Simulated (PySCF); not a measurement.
Bonding in `CC[C@@H]1C=C([SiH3])C1`

Compound: C6H12Si.
Numbering: `[CH3:1][CH2:2][C@@H:3]1[CH:4]=[C:5]([SiH3:6])[CH2:7]1` (hydrogens: H8, H9, H10 on C1; H11, H12 on C2; H13 on C3; H14 on C4; H15, H16, H17 on Si6; H18, H19 on C7)

Geometry (GFN2-xTB, Å), atoms numbered from 1 in this order:
```xyz
19
C6H12Si angstrom
C     -2.8356   -0.3806    0.0904
C     -1.6979    0.5291   -0.3590
C     -0.5159    0.4730    0.6014
C      0.7276    1.2097    0.1861
C      1.5044    0.1207    0.1439
Si     3.3018   -0.2351   -0.2218
C      0.3693   -0.8014    0.5448
H     -2.4977   -1.4123    0.1545
H     -3.2006   -0.0789    1.0702
H     -3.6632   -0.3326   -0.6136
H     -2.0569    1.5600   -0.4162
H     -1.3619    0.2370   -1.3568
H     -0.8544    0.7164    1.6132
H      0.9011    2.2544   -0.0042
H      3.3823   -1.1900   -1.3317
H      3.9187   -0.8290    0.9689
H      3.9841    1.0090   -0.5775
H      0.0799   -1.5226   -0.2176
H      0.5051   -1.3176    1.4942
```

Bond orders from the PBE0/pcSseg-1 density (PySCF). Geometry: GFN2-xTB, one conformer, isolated molecule.

Question: How far do the computed orders between heavy atoms stray from the drawn ones?

Answer: The largest departure is 0.240, at C4–C5 (drawn double, 1.760).

Question: Set the Mayer orders of the bonds beside their lengths.

Answer: 
```json
{"bond": "C1–C2", "drawn as": "single", "length (Å)": "1.524", "Mayer order": "1.056"}
{"bond": "C2–C3", "drawn as": "single", "length (Å)": "1.524", "Mayer order": "0.987"}
{"bond": "C3–C4", "drawn as": "single", "length (Å)": "1.504", "Mayer order": "1.014"}
{"bond": "C4–C5", "drawn as": "double", "length (Å)": "1.338", "Mayer order": "1.760"}
{"bond": "C5–Si6", "drawn as": "single", "length (Å)": "1.868", "Mayer order": "0.912"}
{"bond": "C5–C7", "drawn as": "single", "length (Å)": "1.516", "Mayer order": "1.034"}
{"bond": "C7–C3", "drawn as": "single", "length (Å)": "1.553", "Mayer order": "1.008"}
{"bond": "C1–H8", "drawn as": "single", "length (Å)": "1.088", "Mayer order": "0.966"}
{"bond": "C1–H9", "drawn as": "single", "length (Å)": "1.088", "Mayer order": "0.966"}
{"bond": "C1–H10", "drawn as": "single", "length (Å)": "1.088", "Mayer order": "0.969"}
{"bond": "C2–H11", "drawn as": "single", "length (Å)": "1.093", "Mayer order": "0.951"}
{"bond": "C2–H12", "drawn as": "single", "length (Å)": "1.093", "Mayer order": "0.950"}
{"bond": "C3–H13", "drawn as": "single", "length (Å)": "1.094", "Mayer order": "0.920"}
{"bond": "C4–H14", "drawn as": "single", "length (Å)": "1.076", "Mayer order": "1.020"}
{"bond": "Si6–H15", "drawn as": "single", "length (Å)": "1.466", "Mayer order": "0.936"}
{"bond": "Si6–H16", "drawn as": "single", "length (Å)": "1.467", "Mayer order": "0.936"}
{"bond": "Si6–H17", "drawn as": "single", "length (Å)": "1.463", "Mayer order": "0.942"}
{"bond": "C7–H18", "drawn as": "single", "length (Å)": "1.089", "Mayer order": "0.934"}
{"bond": "C7–H19", "drawn as": "single", "length (Å)": "1.089", "Mayer order": "0.937"}
```

Bonds between the same two heavy elements. C–C: lowest C2–C3 (0.987, 1.524 Å), highest C4–C5 (1.760, 1.338 Å); in 4 of the 15 pairs the longer bond (by over 0.003 Å) has the higher order (by 0.02 or more).

Question: Sum the orders of all bonds at each heavy atom with more than one neighbour and set the sums beside the valence in the SMILES.

Answer: C1 3.957 (drawn 4), C2 3.944 (drawn 4), C3 3.929 (drawn 4), C4 3.794 (drawn 4), C5 3.706 (drawn 4), Si6 3.726 (drawn 4), C7 3.913 (drawn 4). Orders between atoms that aren't bonded are not in these sums.

The Mayer order sums products of elements of PS (density times overlap matrix) between the two atoms' basis functions, so it depends on the basis set.

These values come from a run that also computed NMR shieldings. On one thread, Arm Neoverse N1 (aarch64), no GPU, on a shared host, this took 53 s of wall time and 0.84 GiB of memory at its peak.
